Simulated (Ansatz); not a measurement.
Input file for Ansatz (an electronic-structure program): R-B3LYP/def2-TZVPP on SiH4 (SMILES [SiH4]).

Ansatz 0.2 input:
```yaml
crystal:
  periodic: [false, false, false]
  atoms:
    - {symbol: Si, position_ang: [-0.00000068, -0.00001887, 0.00000011]}
    - {symbol: H, position_ang: [-0.16917863, 1.22341910, -0.81593872]}
    - {symbol: H, position_ang: [-0.74393944, 0.14787700, 1.27116516]}
    - {symbol: H, position_ang: [1.43701956, -0.20474315, 0.29023678]}
    - {symbol: H, position_ang: [-0.52390081, -1.16663408, -0.74546333]}
basis:
  gaussian:
    orbitals: def2-TZVPP
hamiltonian:
  xc: {name: B3LYP}
scf: {lower_state_search: off}
```

Q: What total energy does the run end on?

A: -291.9172 hartree.
